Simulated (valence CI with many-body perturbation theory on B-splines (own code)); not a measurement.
**Level structure of Mn¹²⁺**

Method: configuration interaction combined with many-body perturbation theory (CI+MBPT): three valence electrons over a frozen Dirac-Fock core [Ne], radial functions for each j: 9 s, 9 p, 8 d, 6 f, 3 g, 1 h, with the one-electron correlation potential Σ1 (screened to all orders), the two-electron term Σ2, the three-electron term Σ3, Breit, model QED; selected single and double excitations, second order for the rest, scaled by the run's own slope (own B-spline code, finite nucleus).

No measured spectrum was set against this ion. As an estimate, levels of excited configurations hold to 0.05 to 0.15 % of their energy, terms of the ground configuration to about 0.5 %.

Levels 1 to 32 of 32, with energies above the lowest level, 3s2 3p 2P°_1/2. "Leading %" is the weight of the configuration and term that name the level; weights of strongly mixed levels are sums over their largest components and can fall short. In the jj column 3d3/2^4 stands for four electrons in 3d with j = 3/2. Lifetimes count E1, E2, E3, M1 and M2 decay at the calculated energies, and are blank where another channel may lead or the interval is too uncertain; long ones can be off by a factor of two.

```
No.  Configuration  Term    J  E (cm⁻¹)  Leading %   Second component              Leading jj  Lifetime
  1         3s2 3p   2P°  1/2         0         97                          3s^2 3p1/2 (97 %)          
  2         3s2 3p   2P°  3/2     15313         97                          3s^2 3p3/2 (97 %)   30.8 ms
  3         3s 3p2    4P  1/2    208330         99                          3s 3p1/2^2 (52 %)   40.9 ns
  4         3s 3p2    4P  3/2    214450         99                      3s 3p1/2 3p3/2 (91 %)    210 ns
  5         3s 3p2    4P  5/2    222370         98                          3s 3p3/2^2 (54 %)   56.7 ns
  6         3s 3p2    2D  3/2    276550         86     11 % 3s2 3d 2D   3s 3p1/2 3p3/2 (62 %)    466 ps
  7         3s 3p2    2D  5/2    278160         86     11 % 3s2 3d 2D   3s 3p1/2 3p3/2 (47 %)    574 ps
  8         3s 3p2    2S  1/2    339320         80     16 % 3s 3p2 2P       3s 3p1/2^2 (42 %)   62.3 ps
  9         3s 3p2    2P  1/2    360730         80     17 % 3s 3p2 2S   3s 3p1/2 3p3/2 (52 %)   31.4 ps
 10         3s 3p2    2P  3/2    367790         96                          3s 3p3/2^2 (59 %)   27.5 ps
 11         3s2 3d    2D  3/2    440790         86     11 % 3s 3p2 2D       3s^2 3d3/2 (86 %)   25.2 ps
 12         3s2 3d    2D  5/2    442290         86     11 % 3s 3p2 2D       3s^2 3d5/2 (86 %)   27.4 ps
 13            3p3   2D°  3/2    534490         65  28 % 3s 3p 3d 2D°    3p1/2^2 3p3/2 (37 %)    241 ps
 14            3p3   2D°  5/2    537250         69  30 % 3s 3p 3d 2D°    3p1/2 3p3/2^2 (69 %)    280 ps
 15            3p3   4S°  3/2    546330         94                       3p1/2 3p3/2^2 (66 %)   32.3 ps
 16            3p3   2P°  1/2    595930         80  18 % 3s 3p 3d 2P°    3p1/2 3p3/2^2 (80 %)   69.4 ps
 17       3s 3p 3d   4F°  3/2    596510         94                      3s 3p1/2 3d3/2 (76 %)   1.06 ns
 18            3p3   2P°  3/2    598390         70  17 % 3s 3p 3d 2P°          3p3/2^3 (54 %)   74.2 ps
 19       3s 3p 3d   4F°  5/2    599860         99                      3s 3p1/2 3d3/2 (38 %)   4.22 ns
 20       3s 3p 3d   4F°  7/2    604640         99                      3s 3p1/2 3d5/2 (41 %)   4.74 ns
 21       3s 3p 3d   4F°  9/2    611280        100                     3s 3p3/2 3d5/2 (100 %)          
 22       3s 3p 3d   4P°  5/2    642160         68  27 % 3s 3p 3d 4D°   3s 3p1/2 3d5/2 (86 %)   38.0 ps
 23       3s 3p 3d   4D°  3/2    644250         57  41 % 3s 3p 3d 4P°   3s 3p1/2 3d3/2 (42 %)   31.3 ps
 24       3s 3p 3d   4D°  1/2    645660         85  14 % 3s 3p 3d 4P°   3s 3p1/2 3d3/2 (61 %)   27.0 ps
 25       3s 3p 3d   4D°  7/2    653010         99                      3s 3p3/2 3d5/2 (69 %)   26.9 ps
 26       3s 3p 3d   4P°  1/2    653040         86  14 % 3s 3p 3d 4D°   3s 3p3/2 3d3/2 (96 %)   38.8 ps
 27       3s 3p 3d   4P°  3/2    653490         57  42 % 3s 3p 3d 4D°   3s 3p3/2 3d3/2 (84 %)   33.5 ps
 28       3s 3p 3d   4D°  5/2    653580         72  26 % 3s 3p 3d 4P°   3s 3p3/2 3d3/2 (58 %)   29.3 ps
 29       3s 3p 3d   2D°  3/2    666450         79       17 % 3p3 2D°   3s 3p3/2 3d5/2 (34 %)   31.0 ps
 30       3s 3p 3d   2D°  5/2    666890         76       16 % 3p3 2D°   3s 3p3/2 3d5/2 (57 %)   31.8 ps
 31       3s 3p 3d   2F°  5/2    693900         97                      3s 3p1/2 3d5/2 (46 %)   63.7 ps
 32       3s 3p 3d   2F°  7/2    706020         99                      3s 3p3/2 3d5/2 (65 %)   60.2 ps
```

Names give the largest LS component (configuration and term), which can be under half, so a name can repeat, a term be missing and a line seem to break the LS rules; names also repeat where a configuration has a term twice.

Where two levels of one J and parity lie close, their mixing, g and order are uncertain.

The ionisation energy to 3s2 1S_0 of the next ion comes out as 343.64 eV (NIST: 343.6 ± 0.7 eV (semi-empirical)). All 32 levels together are meant to be complete up to 721640 cm⁻¹.
